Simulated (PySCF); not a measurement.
PySCF input (PW6B95/def2-TZVPD):

```python
from pyscf import gto, scf, dft

mol = gto.M(
    atom='''
    B    -0.23786288    0.00343873    0.81000921
    B     0.20188960   -0.00291868   -0.68750716
    H    -0.56932867    0.00823067    1.93877017
    H     0.33858303    1.02002683   -1.29056935
    H     0.41061205   -1.03085779   -1.26071108
    ''',
    basis='def2-tzvpd',
    charge=0,
    spin=1,
    verbose=4,
)

mf = dft.UKS(mol, xc='pw6b95').density_fit(auxbasis='def2-universal-jkfit')
mf.grids.level = 3
mf.conv_tol = 1e-9
mf.max_cycle = 100
mf.max_memory = 1500
mf.kernel()
if not mf.converged:
    mf = mf.newton()
    mf.kernel(mf.make_rdm1())
for _ in range(2):
    mo, _, stable, _ = mf.stability(return_status=True)
    if stable:
        break
    mf.kernel(mf.make_rdm1(mo, mf.mo_occ))
mf.analyze()
```

End of the output:

```
Extra cycle  E= -51.4819324107181  delta_E= -4.22e-12  |g|= 8.86e-07  |ddm|= 5.14e-06
converged SCF energy = -51.4819324107181  <S^2> = 0.75234797  2S+1 = 2.0023466
uhf_internal: lowest eigs of H = [0.13411478 0.28883621 0.3218668 ]
<class 'pyscf.df.df_jk.DFUKS'> wavefunction is stable in the internal stability analysis
**** SCF Summaries ****
Total Energy =                         -51.481932410718130
Nuclear Repulsion Energy =              18.880393006296028
One-electron Energy =                 -104.608935986246607
Two-electron Energy =                   34.246610569232445
Two-electron Coulomb Energy =           43.492623389117867
DFT Exchange-Correlation Energy =       -9.246012819885419
HOMO-LUMO gap [eV] =                     3.384805253829316
**** MO energy ****
                             alpha | beta                alpha | beta
MO #1   energy= -6.8930751005331   | -6.88736453869886  occ= 1 | 1
MO #2   energy= -6.81754984769248  | -6.8154546155662   occ= 1 | 1
MO #3   energy= -0.568430533605449 | -0.543753791824001 occ= 1 | 1
MO #4   energy= -0.482075257749006 | -0.47335538044265  occ= 1 | 1
MO #5   energy= -0.362877893886502 | -0.359812588818608 occ= 1 | 1
MO #6   energy= -0.359817450607458 | -0.349808641276156 occ= 1 | 1
MO #7   energy= -0.237920694213246 | -0.113531394405381 occ= 1 | 0
MO #8   energy= -0.0786251285588069 | -0.0662274663781215 occ= 0 | 0
MO #9   energy= -0.00130237594645558 | 0.0149927428010266 occ= 0 | 0
MO #10  energy= 0.00785886803606076 | 0.0284195288369457 occ= 0 | 0
MO #11  energy= 0.027474663698694  | 0.0311248965781243 occ= 0 | 0
MO #12  energy= 0.0735889472776411 | 0.0769907935672054 occ= 0 | 0
MO #13  energy= 0.0763420625159915 | 0.0799927545667797 occ= 0 | 0
MO #14  energy= 0.0933150968586607 | 0.10240327493134   occ= 0 | 0
MO #15  energy= 0.0942543070143368 | 0.108902037271663  occ= 0 | 0
MO #16  energy= 0.104717997710336  | 0.112717582016638  occ= 0 | 0
MO #17  energy= 0.106777428529296  | 0.1128739930767    occ= 0 | 0
MO #18  energy= 0.122110433683373  | 0.128260289940002  occ= 0 | 0
MO #19  energy= 0.136276529095335  | 0.151749599410668  occ= 0 | 0
MO #20  energy= 0.157907412950634  | 0.160634524773242  occ= 0 | 0
MO #21  energy= 0.163627891488325  | 0.165348799481314  occ= 0 | 0
MO #22  energy= 0.166051760939281  | 0.171977545045081  occ= 0 | 0
MO #23  energy= 0.175305476537082  | 0.180610410032941  occ= 0 | 0
MO #24  energy= 0.182285110134441  | 0.18623795065226   occ= 0 | 0
MO #25  energy= 0.194953365641938  | 0.202081435485386  occ= 0 | 0
MO #26  energy= 0.219127379588532  | 0.226900918709438  occ= 0 | 0
MO #27  energy= 0.266641794079265  | 0.272489146452015  occ= 0 | 0
MO #28  energy= 0.270960361755012  | 0.274741790103801  occ= 0 | 0
MO #29  energy= 0.296879834945648  | 0.30017466069248   occ= 0 | 0
MO #30  energy= 0.298773549077397  | 0.303345994286721  occ= 0 | 0
MO #31  energy= 0.309383510486287  | 0.315054590325163  occ= 0 | 0
MO #32  energy= 0.31685277042671   | 0.325341401457042  occ= 0 | 0
MO #33  energy= 0.323394597523618  | 0.329841421975583  occ= 0 | 0
MO #34  energy= 0.332641390248936  | 0.334494295755899  occ= 0 | 0
MO #35  energy= 0.337847536339851  | 0.34598869246338   occ= 0 | 0
MO #36  energy= 0.350653009747017  | 0.355775152992045  occ= 0 | 0
MO #37  energy= 0.353944938907387  | 0.358658917519972  occ= 0 | 0
MO #38  energy= 0.365037361241695  | 0.380670533467534  occ= 0 | 0
MO #39  energy= 0.450671127183363  | 0.454711944865966  occ= 0 | 0
MO #40  energy= 0.456823743098864  | 0.464913854935831  occ= 0 | 0
MO #41  energy= 0.461776911492796  | 0.466737309300881  occ= 0 | 0
MO #42  energy= 0.499083952519346  | 0.521465646403149  occ= 0 | 0
MO #43  energy= 0.51710940359442   | 0.523856630013762  occ= 0 | 0
MO #44  energy= 0.537192443739045  | 0.553102338942292  occ= 0 | 0
MO #45  energy= 0.54776920160398   | 0.557637309899199  occ= 0 | 0
MO #46  energy= 0.568700121905643  | 0.590942931556022  occ= 0 | 0
MO #47  energy= 0.626673421301925  | 0.633043505711647  occ= 0 | 0
MO #48  energy= 0.652588915403945  | 0.660829570904184  occ= 0 | 0
MO #49  energy= 0.652722838903449  | 0.667228503287331  occ= 0 | 0
MO #50  energy= 0.779721657051114  | 0.784817068460384  occ= 0 | 0
MO #51  energy= 0.792864720327254  | 0.808102359984925  occ= 0 | 0
MO #52  energy= 0.825012052194381  | 0.83213287016411   occ= 0 | 0
MO #53  energy= 0.82808372578272   | 0.836293552907164  occ= 0 | 0
MO #54  energy= 0.933955989401676  | 0.937853755752654  occ= 0 | 0
MO #55  energy= 0.956924411355859  | 0.988800994445464  occ= 0 | 0
MO #56  energy= 0.9948698324096    | 1.00446413005958   occ= 0 | 0
MO #57  energy= 1.0783433958755    | 1.0901491163565    occ= 0 | 0
MO #58  energy= 1.13511321762845   | 1.16182609524114   occ= 0 | 0
MO #59  energy= 1.1611797387111    | 1.17324452654786   occ= 0 | 0
MO #60  energy= 1.17648304577926   | 1.18932459280502   occ= 0 | 0
MO #61  energy= 1.20822670725713   | 1.21525965685073   occ= 0 | 0
MO #62  energy= 1.26533154151486   | 1.27557457187301   occ= 0 | 0
MO #63  energy= 1.52729252099717   | 1.54400848225918   occ= 0 | 0
MO #64  energy= 1.52796783111658   | 1.54836498636172   occ= 0 | 0
MO #65  energy= 1.53404205780792   | 1.55327641845732   occ= 0 | 0
MO #66  energy= 1.61993125780733   | 1.62855639418354   occ= 0 | 0
MO #67  energy= 1.64309389204994   | 1.67945442309613   occ= 0 | 0
MO #68  energy= 1.64977125681463   | 1.68510690094925   occ= 0 | 0
MO #69  energy= 1.70949720854081   | 1.73887676237802   occ= 0 | 0
MO #70  energy= 1.73682521507869   | 1.75024039441932   occ= 0 | 0
MO #71  energy= 1.74636763536227   | 1.7697958215682    occ= 0 | 0
MO #72  energy= 1.77590767396618   | 1.8044866204016    occ= 0 | 0
MO #73  energy= 1.79395175589368   | 1.80489892708182   occ= 0 | 0
MO #74  energy= 1.79705156713365   | 1.8123166709202    occ= 0 | 0
MO #75  energy= 1.88935199461842   | 1.91284233321248   occ= 0 | 0
MO #76  energy= 1.9089994915238    | 1.91585791747949   occ= 0 | 0
MO #77  energy= 1.91230725573922   | 1.944476464946     occ= 0 | 0
MO #78  energy= 1.91989043816045   | 1.94876376334052   occ= 0 | 0
MO #79  energy= 2.00548344303978   | 2.03101140506126   occ= 0 | 0
MO #80  energy= 2.01760492800071   | 2.04278927704964   occ= 0 | 0
MO #81  energy= 2.0626232103244    | 2.07806582453781   occ= 0 | 0
MO #82  energy= 2.08600639067318   | 2.09970553755991   occ= 0 | 0
MO #83  energy= 2.12170350446578   | 2.15108154180499   occ= 0 | 0
MO #84  energy= 2.28339806051924   | 2.29127609930838   occ= 0 | 0
MO #85  energy= 2.37879815087159   | 2.39329234211325   occ= 0 | 0
MO #86  energy= 2.37953477023347   | 2.39892310671187   occ= 0 | 0
MO #87  energy= 2.5007584033466    | 2.51085519860097   occ= 0 | 0
MO #88  energy= 2.51204116191364   | 2.54461131716411   occ= 0 | 0
MO #89  energy= 2.55186152410897   | 2.57102422691763   occ= 0 | 0
MO #90  energy= 2.67335974144939   | 2.69332921626972   occ= 0 | 0
MO #91  energy= 2.71658815285851   | 2.72663104167402   occ= 0 | 0
MO #92  energy= 2.92895820731674   | 2.93086383172907   occ= 0 | 0
MO #93  energy= 3.00727896080878   | 3.04671311347242   occ= 0 | 0
MO #94  energy= 3.09469111143959   | 3.1036598482505    occ= 0 | 0
MO #95  energy= 3.09884764143713   | 3.10591383039469   occ= 0 | 0
MO #96  energy= 3.24816433825517   | 3.26157400353591   occ= 0 | 0
MO #97  energy= 3.31364678320592   | 3.32713832396441   occ= 0 | 0
MO #98  energy= 3.52503970139293   | 3.53442988589582   occ= 0 | 0
MO #99  energy= 3.82578481728433   | 3.83923049693218   occ= 0 | 0
MO #100 energy= 14.3215441494878   | 14.3320113222303   occ= 0 | 0
MO #101 energy= 14.8542690234269   | 14.8624954984202   occ= 0 | 0

To work with the spin densities directly, `use mulliken_meta_spin()` only printing them here.

[...]
```

It need not be the lowest isomer of its formula.
